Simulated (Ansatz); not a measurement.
Single points on Zn₄Br₈⁻.

```yaml
crystal:
  periodic: [false, false, false]
  atoms:
    - {symbol: Zn, position_ang: [1.363804, -0.640259, 1.686936]}
    - {symbol: Zn, position_ang: [0.818861, -0.711936, -1.704468]}
    - {symbol: Zn, position_ang: [-2.261367, 0.361813, -0.716818]}
    - {symbol: Zn, position_ang: [0.476237, 2.656108, 1.185404]}
    - {symbol: Br, position_ang: [2.726071, -2.420286, 2.233078]}
    - {symbol: Br, position_ang: [-2.010177, 2.403068, 0.598144]}
    - {symbol: Br, position_ang: [0.553961, 1.031398, 3.243816]}
    - {symbol: Br, position_ang: [-0.860248, 0.729554, -2.766905]}
    - {symbol: Br, position_ang: [2.080256, -2.267706, -2.839630]}
    - {symbol: Br, position_ang: [2.136158, 0.918776, -0.227342]}
    - {symbol: Br, position_ang: [-4.361051, -0.584551, -0.978314]}
    - {symbol: Br, position_ang: [-0.662505, -1.475959, 0.286099]}
basis:
  gaussian: {orbitals: def2-TZVP, fitting: {mean_field: def2-universal-jkfit}, initial_orbitals: start.molden}
total_charge: -1
magnetization: {spin_polarized: true, initial_magnetization: 1}
hamiltonian: {xc: pbe, dispersion: d4}
scf: {omitted_lower_state_checks: [starts]}
output: {forces: true, orbitals: {seedname: orbitals}}
```

The file start.molden holds the orbitals of an earlier run on this structure, at another level or in another basis.

```sh
$ ansatz run in.yaml --threads 2 --pin off --events-out ev --progress --plain --max-ram 32768MiB --backend cuda --devices 0, --max-vram 18GiB
```

Shortened log:

```
Functional definition: PBE
3184 factors; integrals over basis functions are off by at most 2.8e-1 eV
mean field evaluation 1: about -753954.0188 eV, gradient 1.9e1 eV
mean field evaluation 2: about -753954.6009 eV, gradient 7.3e-1 eV
mean field evaluation 4: about -753954.6105 eV, gradient 5.5e-2 eV
mean field -753954.61050776 eV, -27707.3208873702 hartree, gradient 3.1e-5 eV, S^2 0.751731; 0 other end points of the search recorded, 0 dependent functions left out
reference -753954.61056873 eV, -27707.3208896107 hartree; 201, 200 occupied and 375, 376 virtual orbitals, 3184 factors
Total energy: -753955.68672028 eV, -27707.3604374507 hartree
Atom 0 at     1.363804    -0.640259     1.686936 Å, force    -0.064409     0.063059    -0.069460 eV/Å
Atom 1 at     0.818861    -0.711936    -1.704468 Å, force    -0.078597     0.100150     0.076325 eV/Å
Atom 2 at    -2.261367     0.361813    -0.716818 Å, force     0.125264     0.006543    -0.007484 eV/Å
Atom 3 at     0.476237     2.656108     1.185404 Å, force     0.014562     0.014870     0.029880 eV/Å
Atom 4 at     2.726071    -2.420286     2.233078 Å, force     0.057923    -0.056242     0.030164 eV/Å
Atom 5 at    -2.010177     2.403068     0.598144 Å, force    -0.025796     0.034514    -0.010102 eV/Å
Atom 6 at     0.553961     1.031398     3.243816 Å, force     0.009583     0.005486     0.055501 eV/Å
Atom 7 at    -0.860248     0.729554    -2.766905 Å, force    -0.024410    -0.018518    -0.035247 eV/Å
Atom 8 at     2.080256    -2.267706    -2.839630 Å, force     0.050803    -0.064382    -0.048370 eV/Å
Atom 9 at     2.136158     0.918776    -0.227342 Å, force     0.031486    -0.021536    -0.003375 eV/Å
Atom 10 at    -4.361051    -0.584551    -0.978314 Å, force    -0.104747    -0.031026    -0.014129 eV/Å
Atom 11 at    -0.662505    -1.475959     0.286099 Å, force     0.008338    -0.032918    -0.003702 eV/Å
Dipole moment:     0.093656     0.753950     0.160376 e Å
Checks for a lower state left out: starts
```

It took 15 s on 2 threads of AMD EPYC 7R13 on a shared host and a share (18 GiB) of an NVIDIA H100 80GB HBM3, peak host memory 1.2 GiB.

Geometry: PBE-D4/def2-SVP.

Single mean-field runs in def2-TZVP are fitted with def2-universal-jkfit. The structure comes from a short search, and lower isomers may exist.
